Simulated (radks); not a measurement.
Results of a calculation; reference values are marked as such.
Isoelectronic series with 38 electrons, each ion in its NIST ground configuration. Code: a radial shooting solver on a logarithmic mesh with Libxc functionals. Model: scalar-relativistic Kohn-Sham, SCAN, spin-polarised, spherical densities, finite nucleus; open shells are filled with parallel spins first (spin-orbit coupling, left out, can overturn this in heavy ions); meta-GGA in the generalised Kohn-Sham scheme; Fermi nuclear charge, rms radius of each element as measured or else 0.836 A^(1/3) + 0.57 fm. Total energies (hartree) and orbital eigenvalues (eV):

[
 {"ion": "Tc5+", "configuration": "[Kr] 4d2", "E (hartree)": "-4281.01296", "4d up": "-65.0300", "4p down": "-106.6513"},
 {"ion": "Cd10+", "configuration": "[Kr] 4d2", "E (hartree)": "-5564.85667", "4d up": "-184.6991", "4p down": "-246.8671"},
 {"ion": "I15+", "configuration": "[Kr] 4d2", "E (hartree)": "-7035.40645", "4d up": "-350.6586", "4p down": "-433.9305"},
 {"ion": "Ce20+", "configuration": "[Kr] 4d2", "E (hartree)": "-8697.8940", "4d up": "-561.2640", "4p down": "-666.8871"},
 {"ion": "Eu25+", "configuration": "[Kr] 4d2", "E (hartree)": "-10558.6649", "4d up": "-815.9580", "4p down": "-945.7470"},
 {"ion": "Er30+", "configuration": "[Kr] 4d2", "E (hartree)": "-12625.3432", "4d up": "-1114.571", "4p down": "-1270.910"},
 {"ion": "Ta35+", "configuration": "[Kr] 4d2", "E (hartree)": "-14906.9399", "4d up": "-1457.130", "4p down": "-1643.006"}
]
